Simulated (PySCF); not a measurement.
C5H5F3N2.
Atom-mapped SMILES: `[F:1][C:2]([F:3])([F:4])[CH2:5][c:6]1[n:7][cH:8][cH:9][nH:10]1` (hydrogens: H11, H12 on C5; H13 on C8; H14 on C9; H15 on N10)

The same species was optimised twice, with GFN2-xTB and with PBE0-D3(BJ)/def2-SVP (PySCF), and the same property calculations (PySCF, gas phase) were run on both structures.

| coordinate | GFN2-xTB | PBE0-D3(BJ)/def2-SVP | change |
| --- | --- | --- | --- |
| C8–C9 (Å) | 1.364 | 1.374 | +0.010 |
| C2–C5 (Å) | 1.518 | 1.508 | -0.010 |
| N7–C8 (Å) | 1.358 | 1.366 | +0.008 |
| F1–C2 (Å) | 1.340 | 1.332 | -0.008 |
| C6–N7 (Å) | 1.305 | 1.312 | +0.007 |
| C2–F4 (Å) | 1.335 | 1.330 | -0.005 |
| C9–N10 (Å) | 1.366 | 1.370 | +0.004 |
| C5–C6 (Å) | 1.492 | 1.489 | -0.003 |
| C6–N10 (Å) | 1.360 | 1.362 | +0.002 |
| C2–F3 (Å) | 1.349 | 1.350 | +0.001 |
| C2–C5–C6 (°) | 111.6 | 114.1 | +2.5 |
| F1–C2–F4 (°) | 106.9 | 108.0 | +1.1 |
| F3–C2–C5 (°) | 111.9 | 110.8 | -1.1 |
| F1–C2–F3 (°) | 106.1 | 107.0 | +0.9 |
| F4–C2–C5 (°) | 113.3 | 112.5 | -0.8 |
| C6–N10–C9 (°) | 106.7 | 107.4 | +0.7 |
| F3–C2–F4 (°) | 106.3 | 107.0 | +0.7 |
| C8–C9–N10 (°) | 105.8 | 105.1 | -0.7 |
| F1–C2–C5–C6 (°) | 178 | 179 | +1 |
| C2–C5–C6–N7 (°) | -122 | -130 | -8 |

Rotational constants: A = 3314, B = 834.1, C = 775.3 MHz (GFN2-xTB) against A = 3343, B = 823.0, C = 762.5 MHz (PBE0-D3(BJ)/def2-SVP). Point groups within 0.08 Å: C1 and C1.

On the GFN2-xTB structure: lowest triplet, Tamm–Dancoff (eV) 4.45 [B3LYP/def2-SVPD]; isotropic polarisability (au) 73.0 [B3LYP/def2-SVPD]; HOMO (eV) -6.69 [B3LYP/def2-SVPD]; LUMO (eV) -0.12 [B3LYP/def2-SVPD]; dipole (D) 3.02 [B3LYP/def2-SVPD]; HOMO (eV) -6.87 [PBE0/pcSseg-1]; LUMO (eV) 0.32 [PBE0/pcSseg-1]; dipole (D) 3.03 [PBE0/pcSseg-1]; GIAO shielding of F1/F3/F4 (mean) (ppm) 253.2 [PBE0/pcSseg-1]; GIAO shielding of C2 (ppm) 51.9 [PBE0/pcSseg-1]; GIAO shielding of C5 (ppm) 147.6 [PBE0/pcSseg-1]; GIAO shielding of C6 (ppm) 47.8 [PBE0/pcSseg-1]; GIAO shielding of N7 (ppm) -39.8 [PBE0/pcSseg-1]; GIAO shielding of C8 (ppm) 52.1 [PBE0/pcSseg-1]; GIAO shielding of C9 (ppm) 65.7 [PBE0/pcSseg-1]; GIAO shielding of N10 (ppm) 86.4 [PBE0/pcSseg-1].

Q: What do these properties become on the PBE0-D3(BJ)/def2-SVP structure?

A: 
```csv
property,level,on GFN2-xTB,on PBE0-D3(BJ)/def2-SVP,change
"lowest triplet, Tamm–Dancoff (eV)",B3LYP/def2-SVPD,4.45,4.40,-0.05
isotropic polarisability (au),B3LYP/def2-SVPD,73.0,73.7,+0.7
HOMO (eV),B3LYP/def2-SVPD,-6.69,-6.66,+0.03
LUMO (eV),B3LYP/def2-SVPD,-0.12,-0.13,-0.01
dipole (D),B3LYP/def2-SVPD,3.02,2.75,-0.27
"energy, GFN2-xTB geometry as zero (kcal/mol)",B3LYP/def2-SVPD,0.0,-0.8,-0.8
HOMO (eV),PBE0/pcSseg-1,-6.87,-6.83,+0.04
LUMO (eV),PBE0/pcSseg-1,0.32,0.31,-0.01
dipole (D),PBE0/pcSseg-1,3.03,2.78,-0.25
"energy, GFN2-xTB geometry as zero (kcal/mol)",PBE0/pcSseg-1,0.0,-0.5,-0.5
GIAO shielding of F1/F3/F4 (mean) (ppm),PBE0/pcSseg-1,253.2,257.1,+3.9
GIAO shielding of C2 (ppm),PBE0/pcSseg-1,51.9,53.4,+1.5
GIAO shielding of C5 (ppm),PBE0/pcSseg-1,147.6,147.5,-0.1
GIAO shielding of C6 (ppm),PBE0/pcSseg-1,47.8,46.4,-1.4
GIAO shielding of N7 (ppm),PBE0/pcSseg-1,-39.8,-41.7,-1.9
GIAO shielding of C8 (ppm),PBE0/pcSseg-1,52.1,49.6,-2.5
GIAO shielding of C9 (ppm),PBE0/pcSseg-1,65.7,63.9,-1.8
GIAO shielding of N10 (ppm),PBE0/pcSseg-1,86.4,84.1,-2.3
```

The heavy atoms differ by 0.061 Å rms after alignment. Among bonds between heavy atoms C2–C5 and C8–C9 change most and about equally (-0.010 to +0.010 Å). Changes are differences of the printed values. Neither structure is proved a minimum here.

Conformer computed: `[F:1][C:2]([F:3])([F:4])[CH2:5][c:6]1[n:7][cH:8][cH:9][nH:10]1`: F1–C2–C5–C6 179°, C2–C5–C6–N7 -130°.
